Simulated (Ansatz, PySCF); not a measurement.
Process, species as SMILES: O=CO → O=[C-]O + H+
Structures are relaxed separately at B3LYP-D3(BJ)/def2-TZVP in Ansatz (a first-principles code), one conformer each, not searched for the lowest.

Wanted: gas-phase deprotonation energy (electronic energy difference), in kcal/mol. Cores are frozen in the correlated levels unless marked. No spin-orbit coupling. Non-relativistic. Anions need diffuse functions: aug- sets have them; def2-D sets add few; the other sets have none. CBS marks a two-point X^-3 extrapolation of the correlation energy; Hartree-Fock from the larger set. [CCSD(T)-MP2]/basis is that difference in the basis named.

RI-MP2/CBS(aug-cc-pVTZ,aug-cc-pVQZ)+[CCSD(T)-MP2]/aug-cc-pVTZ (Ansatz) gives 386.4 kcal/mol.

Question: Another calculation gave 391.2 kcal/mol. Which level was it?
(A) HF/def2-TZVPD (PySCF)
(B) r2SCAN/def2-TZVPD (Ansatz)
(C) LC-wPBE/def2-TZVPD (Ansatz)
(D) CAM-B3LYP/def2-TZVPD (Ansatz)

Answer: C, LC-wPBE/def2-TZVPD (Ansatz). The others give 385.2 (CAM-B3LYP), 395.5 (HF), 388.0 (r2SCAN) kcal/mol.
